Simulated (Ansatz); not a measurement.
Two spin states of ClO-, each at its own minimum; 2S+1 = 1, 3, 5 were tried, and our sources give no spin for the ground state.

Each state is the lowest solution found for its spin in def2 and cc sets. The singlet is a restricted closed-shell determinant, which can mix singlet states where a π or δ shell is part-filled.

Frozen-core correlation.

Programs: Ansatz (Gaussian orbitals). Each number belongs to the level named beside it.

The comparison value is 0.855 eV (CCSD(T)/def2-TZVPP). It is a level with limits of its own, not the exact answer.

### Question
Order these levels by how close they come to the comparison value for the energy of the multiplicity-3 state above the multiplicity-1 state, closest first: PBE0/def2-TZVPP, PBE/def2-TZVPP, wB97X-V/def2-TZVPP. Give each level's value less the comparison value.

### Answer
PBE/def2-TZVPP (-0.026 eV), wB97X-V/def2-TZVPP (-0.034 eV), PBE0/def2-TZVPP (-0.159 eV)

Ansatz is a first-principles code.
